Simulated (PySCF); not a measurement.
Excitation energy of Ru⁺ by level of theory

Ru⁺ [Kr] 4d7 (4F) → Ru⁺ [Kr] 4d6 5p1 (high-spin determinant), as a difference of total energies. Calculation: PySCF 2.14, in aug-cc-pVDZ-PP with ECP28MDF (5s5p4d2f, 54 functions); scalar relativity through the core potential. Correlated levels: valence: 4s2 4p6 frozen. The calculations carry no spin-orbit coupling.

```csv
method,excitation energy (eV)
UHF,4.688
LDA,5.639
PBE,5.603
PBE0,5.594
r2SCAN,5.359
B97-3,5.981
BP86,5.679
PW91,5.630
BHandHLYP,5.747
MP2 (valence),5.496
SCS-MP2 (valence),5.793
```

Question: How much does correlation contribute at MP2 (valence)?

Answer: 5.496 − (4.688) = 0.808 eV, measured against UHF.

The determinant of the upper state mixes LS terms, which raises its energy above the lowest term, most at the Hartree-Fock and MP2 levels.
